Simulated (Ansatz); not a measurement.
`C=C[SiH2]O` → `C=C` + `O[SiH]` at 298.15 K and 1 bar (silylene formation by 1,1-elimination).

Calculated with Ansatz (gas phase, PBE0-D4/def2-TZVP geometries, no zero-point term in ΔE). CCSD(T)/CBS adds triple-zeta CCSD(T) − MP2 to the extrapolated MP2 energy (def2 sets, frozen cores). This one scheme is used for every species. Each species was taken in one conformer, which may not be the lowest.

| species | CCSD(T)/CBS energy (Eh) | H − E (kJ/mol) | S (J/(mol·K)) |
| --- | --- | --- | --- |
| `C=C[SiH2]O` | -443.99110 | 211.4 | 316.3 |
| `C=C` | -78.48111 | 144.6 | 218.9 |
| `O[SiH]` | -365.43832 | 65.7 | 241.9 |

H − E and S are ideal-gas, rigid-rotor, harmonic terms from PBE0-D4/def2-TZVP, for one conformer and one mirror image of each species. 1 Eh = 2625.50 kJ/mol, R = 8.31446 J/(mol·K).

Task: By hand: ΔE, ΔH, ΔS and ΔG.

Result: ΔE = (-78.48111) + (-365.43832) − (-443.99110) = 0.07167 Eh = 188.2 kJ/mol. Δ(H − E) = 144.6 + 65.7 − 211.4 = -1.1, so ΔH = 187.1 kJ/mol. ΔS = 218.9 + 241.9 − 316.3 = 144.5 J/(mol·K). ΔG = 187.1 − 298.15 × (144.5)/1000 = 144.0 kJ/mol.

Task: By hand: the equilibrium constant, and the temperature at which ΔG would vanish if ΔH and ΔS stayed fixed.

Result: log₁₀ K = −ΔG/(RT ln 10) = -25.2. ΔG = 0 at ΔH/ΔS = 1295 K.

The number of gas molecules changes by +1, which sets the sign of ΔS. A doubt of 5 kJ/mol in ΔE shifts log₁₀ K by 0.9 here. Other conformers and mirror images would add mixing entropy, several J/(mol·K) or more a flexible species. These are equilibria of isolated gas molecules and say nothing of rates. Largest T1 diagnostic: 0.016 (customary marks: 0.02 for closed shells, 0.045 for open ones).
